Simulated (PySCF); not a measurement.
Method: PySCF with TPSSh-D3(BJ)/def2-TZVP // BP86-D3(BJ)/def2-SVP. Isolated molecules, 0 K electronic values unless said otherwise. One relaxed conformer stands for a flexible species; it need not be the lowest. 

Reference species: [Nb(=O)(NH2)3] (neutral, multiplicity 1).

```yaml
mean_distance_from_the_central_atom_to_its_bonded_neighbours: 1.931 Å
coordination_number: 4
```

Changed species: [Mo(=O)2(NH2)2] (M = Mo, dioxo; the reference has M = Nb, oxo).

Give the shifts of the mean distance from the central atom to its bonded neighbours and coordination number.

the mean distance from the central atom to its bonded neighbours decreases by 0.103 Å, to 1.828 Å; the coordination number stays essentially unchanged.
